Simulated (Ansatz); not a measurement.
**Worked example: C2H7Al + AlH(SH)2 → C2H7AlS + AlH2(SH)**

Gas-phase species: C2H7Al `C[CH2][AlH2]`, singlet; AlH(SH)2, singlet; C2H7AlS `C[CH2][AlH][SH]`, singlet; AlH2(SH), singlet. The partners trade H for SH; both sit on Al, so the bond types are kept.

Shapes, held fixed at every level: PBE0-D4/def2-TZVP. Flexible molecules stand in one conformer, not always the lowest. Programs: Ansatz 0.2.0. The zero-point and thermal change to 298 K, harmonic and unscaled (PBE0-D4/def2-TZVP), is +1.1 kJ/mol.

At CCSD(T)/CBS estimate; 1 Eh = 2625.50 kJ/mol:

```
 species   energy (Eh)
  C2H7Al   -322.312002
AlH(SH)2  -1039.452999
 C2H7AlS   -720.151552
AlH2(SH)   -641.618355
```

Work out ΔH(298 K) of the reaction at this level.


1. Products less reactants: (-720.151552) + (-641.618355) − [(-322.312002) + (-1039.452999)] = -0.004906 Eh = -12.9 kJ/mol.
2. With the thermal change: -12.9 + (+1.1) = -11.8 kJ/mol.

Other levels give -11.9 (CCSD(T)/def2-TZVPP) to -11.1 kJ/mol (BHLYP-D4/def2-TZVPP). No measured value is set beside it here. The CBS estimate extrapolates MP2 from def2-TZVPP and def2-QZVPP and adds CCSD(T) − MP2 in the triple-zeta set, cores frozen.
